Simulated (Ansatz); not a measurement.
Bond stretch in SMILES [Te](Cl)(Cl)(Cl)Cl, singlet. The Te1–Cl5 bond (Te1 also carries Cl, Cl, Cl; Cl5 carries nothing else) is pulled apart rigidly from the PBE0/def2-TZVP, def2 effective core potentials past Kr optimised geometry.

Level of theory: unrestricted PBE0/def2-TZVP, def2 effective core potentials past Kr run with Ansatz (a first-principles code).

Question: Relative to R = 2.30 Å, what are the energies at R = 1.91, 2.43, 3.05, 5.59 Å?

Answer: 49.6 kcal/mol at 1.91 Å, 2.4 kcal/mol at 2.43 Å, 36.0 kcal/mol at 3.05 Å, 58.7 kcal/mol at 5.59 Å.

The unrestricted determinant behind UKS-PBE0 is spin-contaminated at 3.33 to 6.60 Å (<S²> up to 1.0, against 0.00 for a pure singlet).
